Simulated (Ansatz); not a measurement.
CoMe2 (C2H6Co). Total charge 0; quartet. Geometry relaxed at PBE0-D4/def2-TZVP.

```xyz
9

Co   -0.110    0.386   -0.433
C    -1.818    0.093    0.528
H    -2.117   -0.960    0.490
H    -2.632    0.682    0.088
H    -1.733    0.384    1.580
C     1.813   -0.078   -0.546
H     2.335    0.178    0.383
H     2.309    0.464   -1.361
H     1.954   -1.148   -0.729
```

The relaxation made no stability test and no search for a lower SCF solution.

Q: Estimate the harmonic wavenumbers at UKS PBE0-D4/def2-TZVP (Ansatz, unscaled). Is this a minimum?

A: 107, 108, 110, 490, 515, 523, 544, 627, 647, 1172, 1177, 1430, 1430, 1437, 1442, 3011, 3014, 3089, 3091, 3099, 3104 cm⁻¹. Yes, no mode is imaginary beyond noise. Zero-point energy 180.4 kJ/mol. Run time 2.2 min (4 threads of Arm Neoverse V2 on a shared host), peak host memory 0.58 GiB.
